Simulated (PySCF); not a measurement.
C₅H₄O₂. Atoms are numbered in the order given.

```xyz
11

C     -0.1670    -2.8377     0.0000
C      0.0851    -1.5567     0.0000
C      0.2609    -0.2554     0.0000
O      1.4189     0.5009     0.0000
C      0.7025     1.7499     0.0000
C     -0.6121     0.9631     0.0000
O     -1.7757     1.2145     0.0000
H     -0.2757    -3.3994    -0.9358
H     -0.2757    -3.3994     0.9358
H      0.8948     2.3484    -0.9049
H      0.8948     2.3484     0.9049
```
Charge 0, spin multiplicity 1.

The structure is a stationary point at PBE0-D3(BJ)/def2-SVP. The structure was generated by enumeration, and PubChem lists no compound with its InChIKey, so it may never have been made.

Calculation: PySCF with SMD-M06-2X/def2-SVP.

Solvation free energies are E(SMD) − E(gas) at the gas-phase geometry, for 1 M in both phases. In vacuum the dipole moment is 1.00 D.

Problem. Rank water, toluene, cyclohexanone by solvation free energy, most negative first.

Solution. cyclohexanone (-6.7 kcal/mol), toluene (-5.2 kcal/mol), water (-4.0 kcal/mol)
